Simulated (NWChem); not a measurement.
System: CH5Al; SMILES [AlH2][CH3]

The following NWChem deck was run.

```
start job
memory heap 200 mb stack 900 mb global 1100 mb
geometry units angstroms noautoz
  Al     0.010410     0.716897    -0.008486
  H     -1.369631     1.514565     0.009253
  H      1.372500     1.544444     0.009410
  C      0.011187    -1.239230    -0.018753
  H     -0.238208    -1.618990     0.988889
  H      0.984619    -1.672709    -0.296313
  H     -0.756704    -1.647163    -0.697019
end
basis spherical
  Al library 6-31+g*
  H library 6-31+g*
  C library 6-31+g*
end
dft
  xc slater vwn_5
  iterations 150
end
tddft
  cis
  nroots 8
  notriplet
end
task tddft energy
```

NWChem printed, in part:

```
             Northwest Computational Chemistry Package (NWChem) 7.3.0
             --------------------------------------------------------

 C1  symmetry detected

                             Geometry "geometry" -> ""
                             -------------------------

 Output coordinates in angstroms (scale by  1.889725989 to convert to a.u.)

  No.       Tag          Charge          X              Y              Z
 ---- ---------------- ---------- -------------- -------------- --------------
    1 Al                  13.0000     0.00152875     0.71670698    -0.00329235
    2 H                    1.0000    -1.37935498     1.51299658     0.01031168
    3 H                    1.0000     1.36274295     1.54576714     0.01080059
    4 C                    6.0000     0.00436835    -1.23944493    -0.00400905
    5 H                    1.0000    -0.24480719    -1.61454390     1.00543151
    6 H                    1.0000     0.97830625    -1.67324721    -0.27927983
    7 H                    1.0000    -0.76297079    -1.65149372    -0.68040917

 Effective nuclear repulsion energy (a.u.)      50.4100108435

                                 NWChem DFT Module
                                 -----------------

 Summary of "ao basis" -> "ao basis" (spherical)
 ------------------------------------------------------------------------------
       Tag                 Description            Shells   Functions and Types
 ---------------- ------------------------------  ------  ---------------------
 Al                         6-31+g*                 10       22   5s4p1d
 H                          6-31+g*                  2        2   2s
 C                          6-31+g*                  8       18   4s3p1d

            General Information
            -------------------
          SCF calculation type: DFT
          Wavefunction type:  closed shell.
          No. of atoms     :     7
          No. of electrons :    24
           Alpha electrons :    12
            Beta electrons :    12
          Charge           :     0
          Spin multiplicity:     1
          Use of symmetry is: off; symmetry adaption is: off
          Maximum number of iterations: 150
          AO basis - number of functions:    50
                     number of shells:    28
          Convergence on energy requested:  1.00D-06
          Convergence on density requested:  1.00D-05
          Convergence on gradient requested:  5.00D-04

              XC Information
              --------------
                        Slater Exchange Functional  1.000 local
                      VWN V Correlation Functional  1.000 local

[...]

                                NWChem TDDFT Module
                                -------------------

            General Information
            -------------------
           No. of orbitals :     100
            Alpha orbitals :      50
             Beta orbitals :      50
        Alpha frozen cores :       0
         Beta frozen cores :       0
     Alpha frozen virtuals :       0
      Beta frozen virtuals :       0
         Spin multiplicity :       1
    Number of AO functions :      50
        Use of symmetry is : off
      Symmetry adaption is : off
         Schwarz screening :  0.10D-07

              XC Information
              --------------
                 Slater Exchange Functional   1.00 local
               VWN V Correlation Functional   1.00 local

             TDDFT Information
             -----------------
          Calculation type : Tamm-Dancoff TDDFT
         Wavefunction type : Restricted singlets
          No. of electrons :      24
           Alpha electrons :      12
            Beta electrons :      12
              No. of roots :       8
          Max subspacesize :    5600
            Max iterations :     100
               Target root :       1
           Target symmetry : none
      Symmetry restriction : off
                 Algorithm : Optimal
        Davidson threshold :  0.10D-03

    8 smallest eigenvalue differences (eV)
--------------------------------------------------------
  No. Spin  Occ  Vir  Irrep   E(Occ)    E(Vir)   E(Diff)
--------------------------------------------------------
    1    1   12   13 a        -0.252    -0.084     4.578
    2    1   11   13 a        -0.257    -0.084     4.689
    3    1   12   14 a        -0.252    -0.019     6.340
    4    1   11   14 a        -0.257    -0.019     6.451
    5    1   10   13 a        -0.352    -0.084     7.299
    6    1   12   15 a        -0.252     0.016     7.311
    7    1    9   13 a        -0.354    -0.084     7.333
    8    1   11   15 a        -0.257     0.016     7.422
--------------------------------------------------------

  Entering Davidson iterations
  Restricted singlet excited states

  Iter   NTrls   NConv    DeltaV     DeltaE      Time
  ----  ------  ------  ---------  ---------  ---------
    1      8       0     0.94E-01   0.10+100        1.7
    2     16       0     0.67E-01   0.11E-01        1.7
    3     24       1     0.79E-02   0.59E-02        1.7
    4     31       4     0.37E-02   0.13E-03        1.5
    5     35       7     0.63E-03   0.28E-04        1.3
    6     36       8     0.72E-04   0.10E-05        1.0
  ----  ------  ------  ---------  ---------  ---------
  Convergence criterion met

  Ground state a        -282.028833095304 a.u.

  ----------------------------------------------------------------------------
  Root   1 singlet a              0.172681791 a.u.                4.6989 eV
  ----------------------------------------------------------------------------
     Transition Moments    X -0.00007   Y  0.00881   Z  0.13527
     Dipole Oscillator Strength                    0.0021153323
     Electric Quadrupole                           0.0000001009
     Magnetic Dipole                               0.0000018855
     Total Oscillator Strength                     0.0021173188

[...]
```

Level: LDA (Slater exchange, VWN5)/6-31+G* (spherical d), TDA. Geometry: optimised at PBE0/def2-SVP.
